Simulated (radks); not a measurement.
The numbers below are computed, except where a source is named.
These are the eigenvalues of the occupied orbitals of an atom or ion with whole-number occupations (eV). Code: a radial shooting solver on a logarithmic mesh with Libxc functionals. Model: scalar-relativistic Kohn-Sham, exchange-only LDA, spin-polarised, spherical densities, point nucleus.

| orbital | eigenvalue |
|---|---|
| 1s up | -71470.85 |
| 1s down | -71466.93 |
| 2s up | -15595.01 |
| 2s down | -15591.75 |
| 2p up | -14194.30 |
| 2p down | -14190.27 |
| 3s up | -6121.265 |
| 3s down | -6112.220 |
| 3p up | -5705.168 |
| 3p down | -5696.052 |

Which element is it, and in what charge state? The configuration may be excited. Open shells, if any, are filled with parallel spins first.

Answer. Z = 73, tantalum, charge +56: Ta56+ in [Ne] 3s2 3p5. The list shows which subshells hold electrons but not how many an open one holds; the 1s level, -2626.5 hartree, gives Z - s = 72.5 by -(Z - s)^2/2, which with screening and relativity narrows Z to a few neighbours, and the depths of the outer levels then fix element, charge and occupations together.
